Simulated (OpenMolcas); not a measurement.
## neutral lanthanum: input and output

Input:

```
&GATEWAY
Coord
1

La 0.0 0.0 0.0
Basis=ANO-R2
Group=XYZ
NoMove
AngMom=0.0 0.0 0.0
AMFI
&SEWARD
* reference wave functions (RASSCF and RASSI steps not shown): 3 electrons in 6 orbitals (5d 6s)
>>> COPY JOB001 $Project.JobIph
&CASPT2
Multistate=20 1 2 3 4 5 6 7 8 9 10 11 12 13 14 15 16 17 18 19 20
Frozen=15 12
IPEA=0.0
Imaginary=0.2
MaxIter=60
WThr=0.0 0.3 0.05
PrWF=0.5
NoMix
>>> COPY JOB002 $Project.JobIph
&CASPT2
Multistate=38 1 2 3 4 5 6 7 8 9 10 11 12 13 14 15 16 17 18 19 20 21 22
23 24 25 26 27 28 29 30 31 32 33 34 35 36 37 38
Frozen=15 12
IPEA=0.0
Imaginary=0.2
MaxIter=60
WThr=0.0 0.3 0.05
PrWF=0.5
NoMix
```

Launched by
```bash
OMP_NUM_THREADS=1 MOLCAS_MEM=2252 MOLCAS_PROJECT=a pymolcas a.inp > a.log  # once for each step of the input, in one work folder
```

Output, cut to the results:

```
--- CASPT2 ---
Orbital specifications:
      -----------------------

      Symmetry species                           1   2
                                                ag  au
      Frozen orbitals                           15  12
      Inactive orbitals                          0   0
      Active orbitals                            6   0
      Secondary orbitals                        21  20
      Deleted orbitals                           0   0
      Number of basis functions                 42  32
Type of calculation                        MS-CASPT2
      Fock operator                              state-specific
      IPEA shift                                 0.00
      Real shift                                 0.00
      Imaginary shift                            0.20
      The input orbitals will be transformed to quasi-canonical
Reference energy:       -8489.3090065591
      E2 (Non-variational):      -0.0152423001
      Shift correction:          -0.0018177755
      E2 (Variational):          -0.0170600756
      Total energy:           -8489.3260666347
      Residual norm:              0.0000001416
      Reference weight:           0.98084
      Contributions to the CASPT2 correlation energy
      Active & Virtual Only:         -0.0152423001
      One Inactive Excited:           0.0000000000
      Two Inactive Excited:           0.0000000000
Reference energy:       -8489.3090065591
      E2 (Non-variational):      -0.0150336983
      Shift correction:          -0.0017126519
      E2 (Variational):          -0.0167463502
      Total energy:           -8489.3257529093
      Residual norm:              0.0000001295
      Reference weight:           0.98133
      Contributions to the CASPT2 correlation energy
      Active & Virtual Only:         -0.0150336983
      One Inactive Excited:           0.0000000000
      Two Inactive Excited:           0.0000000000
::    CASPT2 Root  1     Total energy:  -8489.32606663
::    CASPT2 Root  2     Total energy:  -8489.32575291
::    CASPT2 Root  3     Total energy:  -8489.32537857
::    CASPT2 Root  4     Total energy:  -8489.32536854
::    CASPT2 Root  5     Total energy:  -8489.32503937
::    CASPT2 Root  6     Total energy:  -8489.32547677
::    CASPT2 Root  7     Total energy:  -8489.32518331
::    CASPT2 Root  8     Total energy:  -8489.30508090
::    CASPT2 Root  9     Total energy:  -8489.30508090
::    CASPT2 Root 10     Total energy:  -8489.30508090
::    CASPT2 Root 11     Total energy:  -8489.27837779
::    CASPT2 Root 12     Total energy:  -8489.27894638
::    CASPT2 Root 13     Total energy:  -8489.27817691
::    CASPT2 Root 14     Total energy:  -8489.27831833
::    CASPT2 Root 15     Total energy:  -8489.27876691
::    CASPT2 Root 16     Total energy:  -8489.27853620
::    CASPT2 Root 17     Total energy:  -8489.27837380
::    CASPT2 Root 18     Total energy:  -8489.25987625
::    CASPT2 Root 19     Total energy:  -8489.25987625
::    CASPT2 Root 20     Total energy:  -8489.25987625
::    MS-CASPT2 Root  1     Total energy:  -8489.32608520
::    MS-CASPT2 Root  2     Total energy:  -8489.32576278
::    MS-CASPT2 Root  3     Total energy:  -8489.32549877
::    MS-CASPT2 Root  4     Total energy:  -8489.32542158
::    MS-CASPT2 Root  5     Total energy:  -8489.32535816
::    MS-CASPT2 Root  6     Total energy:  -8489.32516401
::    MS-CASPT2 Root  7     Total energy:  -8489.32497778
::    MS-CASPT2 Root  8     Total energy:  -8489.30508097
::    MS-CASPT2 Root  9     Total energy:  -8489.30508053
::    MS-CASPT2 Root 10     Total energy:  -8489.30508008
--- CASPT2 ---
Orbital specifications:
      -----------------------

      Symmetry species                           1   2
                                                ag  au
      Frozen orbitals                           15  12
      Inactive orbitals                          0   0
      Active orbitals                            6   0
      Secondary orbitals                        21  20
      Deleted orbitals                           0   0
      Number of basis functions                 42  32
Type of calculation                        MS-CASPT2
      Fock operator                              state-specific
      IPEA shift                                 0.00
      Real shift                                 0.00
      Imaginary shift                            0.20
      The input orbitals will be transformed to quasi-canonical
Reference energy:       -8489.3113998304
      E2 (Non-variational):      -0.0213730169
      Shift correction:          -0.0040364580
      E2 (Variational):          -0.0254094748
      Total energy:           -8489.3368093053
      Residual norm:              0.0000001170
      Reference weight:           0.96828
      Contributions to the CASPT2 correlation energy
      Active & Virtual Only:         -0.0213730169
      One Inactive Excited:           0.0000000000
      Two Inactive Excited:           0.0000000000
Reference energy:       -8489.3113998304
      E2 (Non-variational):      -0.0213726617
      Shift correction:          -0.0040358669
      E2 (Variational):          -0.0254085286
      Total energy:           -8489.3368083590
      Residual norm:              0.0000001175
      Reference weight:           0.96828
      Contributions to the CASPT2 correlation energy
      Active & Virtual Only:         -0.0213726617
      One Inactive Excited:           0.0000000000
      Two Inactive Excited:           0.0000000000
::    CASPT2 Root  1     Total energy:  -8489.33680931
::    CASPT2 Root  2     Total energy:  -8489.33680836
::    CASPT2 Root  3     Total energy:  -8489.33681259
::    CASPT2 Root  4     Total energy:  -8489.33680989
::    CASPT2 Root  5     Total energy:  -8489.33680540
::    CASPT2 Root  6     Total energy:  -8489.30021644
::    CASPT2 Root  7     Total energy:  -8489.30021644
::    CASPT2 Root  8     Total energy:  -8489.30021644
::    CASPT2 Root  9     Total energy:  -8489.30676987
...
```

Levels above the lowest, from the spin-orbit matrix with the single-state CASPT2 energies, averaged by term, on its diagonal:

| Configuration | Term | J | E (eV) | Measured (eV) | g | Term weight % | Second |
| --- | --- | --- | --- | --- | --- | --- | --- |
| 5d 6s² | ²D | 3/2 | 0.0000 | 0.0000 | 0.792 | 98 | 2 5d² 6s ⁴F |
| 5d 6s² | ²D | 5/2 | 0.0924 | 0.1306 | 1.197 | 97 |  |
| 5d² 6s | ⁴F | 3/2 | 0.271 | 0.3308 | 0.411 | 97 | 2 5d 6s² ²D |
| 5d² 6s | ⁴F | 5/2 | 0.313 | 0.3732 | 1.032 | 97 | 2 5d 6s² ²D |
| 5d² 6s | ⁴F | 7/2 | 0.369 | 0.4333 | 1.238 | 99 |  |
| 5d² 6s | ⁴F | 9/2 | 0.447 | 0.5110 | 1.333 | 100 |  |
| 5d² 6s | ²F | 5/2 | 0.807 | 0.8694 | 0.882 | 93 | 5 ²D |
| 5d² 6s | ⁴P | 1/2 | 0.885 | 0.8966 | 2.662 | 100 |  |
| 5d² 6s | ⁴P | 3/2 | 0.899 | 0.9287 | 1.508 | 75 | 24 ²D |
| 5d² 6s | ⁴P | 5/2 | 0.916 | 0.9522 | 1.448 | 65 | 30 ²D |
| 5d² 6s | ²F | 7/2 | 0.918 | 0.9983 | 1.141 | 98 |  |
| 5d² 6s | ²D | 3/2 | 0.939 | 1.0472 | 1.091 | 62 | 23 ⁴P |
| 5d² 6s | ²P | 1/2 | 1.025 | 1.1213 | 0.677 | 99 |  |
| 5d² 6s | ²D | 5/2 | 1.034 | 1.1386 | 1.329 | 64 | 34 ⁴P |
| 5d² 6s | ²P | 3/2 | 1.100 | 1.2051 | 1.267 | 84 | 14 ²D |
| 5d² 6s | ²G | 7/2 | 1.240 | 1.2350 | 0.892 | 99 |  |
| 5d² 6s | ²G | 9/2 | 1.249 | 1.2299 | 1.113 | 99 |  |
| 5d³ | ⁴F | 3/2 | 1.550 | 1.5412 | 0.399 | 100 |  |
| 5d³ | ⁴F | 5/2 | 1.592 | 1.5854 | 1.029 | 100 |  |
| 5d³ | ⁴F | 7/2 | 1.650 | 1.6413 | 1.236 | 99 |  |
| 5d³ | ⁴F | 9/2 | 1.719 | 1.7044 | 1.328 | 97 | 2 ²G |

Against the 20 measured excited levels shown (NIST Handbook of Basic Atomic Spectroscopic Data) the mean absolute deviation is 400 cm-1; the largest miss in energy is 5d² 6s ²D_3/2 [62 %]: computed 0.939, measured 1.0472 eV (-10.3 %), and the largest in proportion 5d 6s² ²D_5/2 (-29.2 %).

CASPT2 does not keep the components of a term degenerate, so their means are used; among the terms shown or strongly mixed into the levels shown the widest spread is 310 cm-1 (5d² 6s ²G). Some high roots are left out of the spin-orbit mixing, which shifts the levels that they would mix with. Some levels mix across a computed gap that differs much from the measured one, so their mixing is not that of the real levels. Configurations are named by rounded mean occupations; where the s occupation lies near a half they are strongly mixed, a name can repeat and a true partner stay unpaired. A single d shell beside an s shell can misplace configurations of different d count against each other. Measured partners are found by configuration, term and J. A level has none where our copy of the source lacks it or the pairing is in doubt (some pairs that miss far off the trend of their configuration count as doubtful), and it then counts in no deviation. Only configurations of the active space appear. The first state left out of the spin-orbit step lies near 19000 cm-1 above the lowest spin-free state of the reference (among the parities and spins computed), and the list stops at four fifths of that energy or lower.

The term weight is that of the spin-free term in the level, not the purity of its configuration. A share in square brackets marks a mixed level and gives the weight of the term that names it.
